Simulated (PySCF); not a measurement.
A structure optimised at PBE0-D3(BJ)/def2-TZVP, used in a PySCF frequency run:

```
C
H 1 1.0910
H 1 1.0959 2 109.06
H 1 1.0961 2 108.99 3 -114.26
B 1 1.5529 2 113.99 4 -122.75
F 5 1.3265 1 120.56 2 0.52
H 5 1.2016 6 115.98 1 -179.94
```

Question: Write its SMILES and formula.

Answer: CBF, CH₄BF

Question: What are its rotational constants (standard atomic weights)?

Answer: 49.600, 8.7290, 7.7713 GHz
